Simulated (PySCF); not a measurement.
Deuteron quadrupole couplings in 2-methylthieno[3,2-b]thiophene

Compound: 2-methylthieno[3,2-b]thiophene, C7H6S2.
SMILES with atom numbers: `[CH3:1][c:2]1[cH:3][c:4]2[s:5][cH:6][cH:7][c:8]2[s:9]1` (hydrogens: H10, H11, H12 on C1; H13 on C3; H14 on C6; H15 on C7)

Cartesian coordinates in Å at the PBE0-D3(BJ)/def2-SVP level; atoms count from 1:
```xyz
15
C7H6S2 angstrom
C      2.9544   -0.0372    0.3780
C      1.4726   -0.0366    0.2138
C      0.7518   -0.1965   -0.9415
C     -0.6497   -0.1394   -0.7007
S     -2.0712   -0.2636   -1.6746
C     -3.0858   -0.0434   -0.2887
C     -2.3851    0.1199    0.8763
C     -0.9845    0.0629    0.6360
S      0.4414    0.1857    1.6069
H      3.4386   -0.1761   -0.5983
H      3.3193    0.9103    0.8057
H      3.2918   -0.8490    1.0422
H      1.2175   -0.3467   -1.9157
H     -4.1678   -0.0469   -0.4142
H     -2.8537    0.2700    1.8485
```

Level: PBE0/pcSseg-1 (PySCF, non-relativistic); Q(2H) = 0.00286 b; rigid geometry, the same for H and D, with no vibrational averaging.

Problem. Rank these positions by the coupling χzz of a deuteron there, largest first.
A. H10 (methyl hydrogen)
B. H11 (methyl hydrogen)
C. H13 (aromatic hydrogen)

Solution. C (209 kHz), A (197 kHz), B (193 kHz).

Problem. Tabulate Vzz, the asymmetry η and χzz = 234.96 MHz × Q × Vzz for every hydrogen position.

Solution. 
```csv
atom,bonded to,bond length (Å),Vzz (au),η,χzz (kHz)
H10,C1,1.099,0.2939,0.04,197
H11,C1,1.102,0.2876,0.03,193
H12,C1,1.102,0.2874,0.03,193
H13,C3,1.090,0.3107,0.09,209
H14,C6,1.089,0.3133,0.11,211
H15,C7,1.090,0.3115,0.08,209
```

Problem. Give the 2H NMR doublet splittings at H13 for a magnetic field along the z, y and x axes of the gradient: 3χ/2, 3χ(1 + η)/4, 3χ(1 − η)/4.

Solution. With |χ| = 208.8 kHz and η = 0.087: 313, 170 and 143 kHz, to first order and without motion.

Geometry: PBE0-D3(BJ)/def2-SVP; no solvent, vibrations or thermal averaging. The basis is small and wasn't made for field gradients, so the couplings can be 20 % off.
